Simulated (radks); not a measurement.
Results of a calculation; reference values are marked as such.
Question: Spherical quantum dot in the effective-mass picture: electrons in a hard-walled sphere of radius 6.07, with a point charge +2 (a donor) at the centre, all in effective atomic units (hartree* = m*/eps^2 hartree, bohr* = eps/m* bohr), one dielectric constant everywhere. Level of theory: non-relativistic Kohn-Sham, PBEsol, spin-polarised, spherical densities (a radial shooting solver with Libxc functionals). Levels are named by radial order and angular momentum (1s, 1p, 1d, 2s, ...), and open shells are averaged over m. Results are scaled to m* = 0.406 and eps = 9.7, for which hartree* = 117.4 meV and bohr* = 1.264 nm. At N = 9 the configuration is 1s2 1p(up 3, down 2) 2s2. Does electron 10 go into 1d up or 1d down or 1p down?

Answer: Into 1p down. The total energies of the other choices lie higher by 14.5 meV (1d up), 16.0 meV (1d down).
